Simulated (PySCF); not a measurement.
The group X on SiH2Cl-X is varied. Gas-phase values, no solvent. One relaxed conformer stands for each flexible species; it need not be the lowest. Strings in code marks are SMILES. In the def2 sets, heavy atoms carry core potentials. All members: neutral, multiplicity 1. Level: PBE0-D4/def2-TZVP (PySCF). Delta-SCF ions had no search for a lower state.  The removal energy is E(N − 1 electrons) − E(N electrons) at the parent's geometry; ε(HOMO) is measured against the vacuum level.

| species | −ε(HOMO) (eV) | vertical ionisation energy (Delta-SCF) (eV) |
|---|---|---|
| `CN(C)[SiH2]Cl` (C–N–Si–Cl torsion 79°) | 6.88 | 8.81 |
| `N[SiH2]Cl` (H–N–Si–Cl torsion 73°) | 8.05 | 10.34 |
| `O=C(O)[SiH2]Cl` (Si–C–O–H torsion -180°, O–C–Si–Cl torsion 179°) | 8.14 | 10.29 |
| `C=C[SiH2]Cl` (C–C–Si–Cl torsion 119°) | 8.37 | withheld |
| `[SiH3]O[SiH2]Cl` (Si–O–Si–Cl torsion 41°) | 8.80 | 10.76 |
| `F[SiH2]Cl` | 9.27 | 11.71 |

Q: Fit vertical ionisation energy (Delta-SCF) = a + b·x to the 5 complete rows by least squares, with x = −ε(HOMO) in eV. Give a, b and the rms residual, and predict the withheld value.

A: Means of the 5 rows: x̄ = 8.228, ȳ = 10.382 eV. Σ(x − x̄)² = 3.2695 and Σ(x − x̄)(y − ȳ) = 3.7346, so b = 1.142 and a = ȳ − b·x̄ = 0.986 eV. The rms residual is 0.156 eV. At x = 8.37 the line gives 10.54 eV. The run for `C=C[SiH2]Cl` (C–C–Si–Cl torsion 119°) gave 10.43 eV, so the line is off by 0.11 eV, within twice the rms residual.

Codes: PySCF.
